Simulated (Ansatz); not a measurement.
`[BH2][GeH2][C](C)=N` + `CCCO` → `BOCCC` + `C[C](=N)[GeH3]`  (cleavage of the B–Ge bond)

Computed with Ansatz on PBE0-D4/def2-TZVP structures; ΔE is electronic, products minus reactants. CBS: MP2 limit from def2 TZ/QZ plus the TZ coupled-cluster correction, frozen cores. DFT in def2-TZVPP. B3LYP here is the variant with VWN-RPA as its local correlation; programs differ in this. For Ge outer-core shells are correlated without core-valence functions, which leaves a few kJ/mol of doubt a bond. Scalar relativity is left out up to krypton. One conformer a species, not always the lowest.

`[BH2][GeH2][C](C)=N`:

```xyz
13

B     1.240    1.945   -0.048
Ge   -0.515    1.044    0.519
C    -0.341   -0.936    0.310
C    -0.140   -1.461   -1.076
N    -0.386   -1.740    1.286
H     1.916    2.566    0.714
H     1.624    1.813   -1.173
H    -1.668    1.509   -0.397
H    -0.930    1.272    1.986
H     0.758   -1.026   -1.525
H    -0.981   -1.177   -1.716
H    -0.048   -2.548   -1.056
H    -0.528   -1.261    2.175
```

`CCCO`:

```xyz
12

C     0.139    1.502   -0.221
C    -0.353    0.201    0.390
C     0.371   -1.007   -0.170
O    -0.030   -2.224    0.423
H    -0.001    1.510   -1.305
H    -0.397    2.361    0.188
H     1.204    1.652   -0.024
H    -1.429    0.089    0.207
H    -0.221    0.213    1.476
H     0.246   -1.042   -1.263
H     1.444   -0.923    0.025
H    -0.973   -2.333    0.275
```

`BOCCC`:

```xyz
14

B     0.774   -2.279    1.107
O     0.819   -0.943    1.183
C     0.658   -0.114    0.042
C    -0.622    0.684    0.138
C    -0.780    1.639   -1.033
H     0.903   -2.886    2.130
H     0.611   -2.820    0.044
H     0.666   -0.728   -0.867
H     1.521    0.558    0.006
H    -0.621    1.234    1.083
H    -1.468   -0.010    0.179
H    -0.800    1.102   -1.985
H    -1.708    2.208   -0.954
H     0.045    2.356   -1.074
```

`C[C](=N)[GeH3]`:

Cartesian coordinates in Å:
```
C -1.339 -0.329 -0.736
C 0.074 0.128 -0.560
N 0.726 0.538 -1.566
Ge 0.836 0.057 1.269
H -1.449 -1.369 -0.412
H -1.635 -0.241 -1.782
H -2.015 0.267 -0.115
H 1.674 0.821 -1.319
H 0.824 -1.385 1.807
H 0.021 0.939 2.231
H 2.282 0.573 1.185
```

| level | ΔE (kcal/mol) | difference from CCSD(T)/CBS |
| --- | --- | --- |
| r2SCAN-D4 | -38.7 | -0.4 |
| PBE0-D4 | -37.8 | 0.5 |
| ωB97M-V | -40.1 | -1.8 |
| PBE0 | -38.0 | 0.3 |
| B3LYP | -40.2 | -1.9 |
| HF/def2-TZVPP | -40.7 | -2.4 |
| SCS-MP2/def2-TZVPP | -40.0 | -1.7 |
| CCSD(T)/def2-TZVPP | -38.9 | -0.6 |
| HF/def2-QZVPP | -41.1 | -2.8 |
| CCSD/CBS(def2) | -38.2 | 0.1 |
| CCSD(T)/CBS | -38.3 | 0 |

Largest T1 diagnostic among the species: 0.014.

In def2-TZVPP, CCSD(T) changes the Hartree–Fock value by +1.8 kcal/mol (the triples alone add −0.1 kcal/mol) and MP2 by +0.9 kcal/mol.
